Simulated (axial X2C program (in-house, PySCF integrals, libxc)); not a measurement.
# What spin–orbit coupling does to RhBr

Computed with an in-house relativistic program for diatomic molecules. Spin-free means the one-electron spin-free X2C Hamiltonian; two-component (2c) means X2C with spin–orbit coupling and atomic mean-field two-electron Coulomb and Gaunt terms, so the difference of the two also holds small scalar two-electron terms. Basis: Rh dyall-cv3z [12s12p8d5f3g], Br dyall-cv3z [8s9p6d4f1g] (cores contracted in-house); Gaussian nuclei, density fitting, unrestricted open shells. Masses: Rh 102.906 u, Br 78.918 u.

Spin-free state: M_S = 1, Λ = 2 (beyond evenly filled blocks: σα, δ+α, δ+β, δ-α); fragments Rh + Br.

| level | Re (Å) | ωe (cm⁻¹) | De (eV) | μ (D) |
| --- | --- | --- | --- | --- |
| PBE0 | 2.384 | 260.2 | 3.215 | -4.88 |
| HF | 2.512 | 227.0 | 2.131 | -7.14 |
| MP2 | 2.379 | 263.5 | 3.165 | n/a |
| CCSD | 2.410 | 255.2 | 3.001 | n/a |
| CCSD(T) | 2.400 | 258.0 | 3.087 | n/a |
| PBE50 | 2.397 | 258.7 | 3.154 | -5.68 |
| PBE | 2.377 | 260.0 | 3.372 | -4.00 |
| B3LYP | 2.410 | 250.4 | 3.070 | -4.68 |

Correlated methods: 16 electrons correlated (number of frozen shells: Rh 4 s, 3 p, 1 d; Br 3 s, 2 p, 1 d), 294 virtual spin orbitals or spinors in MP2, 140 natural virtuals in coupled cluster.

Dipoles are positive if Br is the positive end.

Two-component determinant lowest at the distance of the search:

Ω = 3 (⟨Sz⟩ = 0.98, ⟨Lz⟩ = 2.02 at HF); fragments Rh + Br.

```json
{"level": "PBE0", "Re (Å)": "2.386", "ωe (cm⁻¹)": "259.4", "μ (D)": "-4.88"}
{"level": "HF", "Re (Å)": "2.513", "ωe (cm⁻¹)": "226.4", "μ (D)": "-7.14"}
{"level": "MP2", "Re (Å)": "2.381", "ωe (cm⁻¹)": "262.7", "μ (D)": "n/a"}
{"level": "CCSD", "Re (Å)": "2.412", "ωe (cm⁻¹)": "254.3", "μ (D)": "n/a"}
{"level": "CCSD(T)", "Re (Å)": "2.402", "ωe (cm⁻¹)": "257.1", "μ (D)": "n/a"}
{"level": "PBE50", "Re (Å)": "2.399", "ωe (cm⁻¹)": "258.0", "μ (D)": "-5.68"}
{"level": "PBE", "Re (Å)": "2.378", "ωe (cm⁻¹)": "259.0", "μ (D)": "-4.00"}
{"level": "B3LYP", "Re (Å)": "2.412", "ωe (cm⁻¹)": "249.5", "μ (D)": "-4.68"}
```

**Question.** From the two tables, how do the constants change at the CCSD(T) level (2c against spin-free)?

**Answer.** At the CCSD(T) level Re rises by 0.002 Å and ωe decreases by 0.9 cm⁻¹.

Occupations by symmetry block were frozen at the best pattern of an incomplete PBE0 search. De is counted from the lowest determinant-based energies of the atoms at the same level, without counterpoise correction. De is not given where an atomic determinant may have missed its ground term or J level, or where the truncated virtual space spoils (T). Density functionals use the spin component along the axis (collinear). Coupled cluster ran in a truncated set of natural virtual spinors; the MP2 energy of the rest was added. (T) has no such correction and the atoms are truncated less, which lowers De at CCSD(T) by a hundredth of an eV or more. PBE0 can misorder states that lie within some tenths of an eV, so this need not be the ground state of the molecule. The nearest other spin-free determinant of the search, M_S = 1, Λ = 1, lies 0.21 eV up at the distance of the search. Without a current term, density functionals place determinants with orbital angular momentum somewhat too high. With several unpaired electrons one determinant need not be a pure state. At some level and bond length an empty orbital lies below a filled one. The stretched end of a curve changes character and is left out.
